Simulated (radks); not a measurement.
Spherical quantum dot in the effective-mass picture: electrons in a hard-walled sphere of radius 1.4, all in effective atomic units (hartree* = m*/eps^2 hartree, bohr* = eps/m* bohr), one dielectric constant everywhere. Method: non-relativistic Kohn-Sham, PBE, spin-polarised, spherical densities; computed with a radial shooting solver with Libxc functionals. Levels are named by radial order and angular momentum (1s, 1p, 1d, 2s, ...), and open shells are averaged over m. Results are scaled to m* = 0.033 and eps = 16.3, for which hartree* = 3.38 meV and bohr* = 26.14 nm.

N = 8, configuration 1s2 1p6. This is the lowest configuration that the search found. Occupied and some empty levels:

| level | occupation | eigenvalue (meV) | <r> (nm) |
|---|---|---|---|
| 1s | 2 | 35.074 | 20.03 |
| 1p | 6 | 42.436 | 22.65 |
| 1d | 0 | 52.653 | 24.33 |
| 2s | 0 | 60.872 | 17.67 |
| 1f | 0 | 65.389 | 25.54 |

Energy (meV): total 216.181, kinetic 123.99, external 0, Hartree 115.68, exchange-correlation -23.481.

Electron density:

| r (nm) | n(r) (e/nm^3) |
|---|---|
| 1.83 | 0.00003836 |
| 4.57 | 0.00004490 |
| 7.31 | 0.00005588 |
| 10.1 | 0.00006916 |
| 12.8 | 0.00008185 |
| 15.5 | 0.00009080 |
| 18.3 | 0.00009309 |
| 21.0 | 0.00008692 |
| 23.8 | 0.00007225 |
| 26.5 | 0.00005151 |
| 29.2 | 0.00002948 |
| 32.0 | 0.00001169 |
| 34.7 | 1.802e-06 |
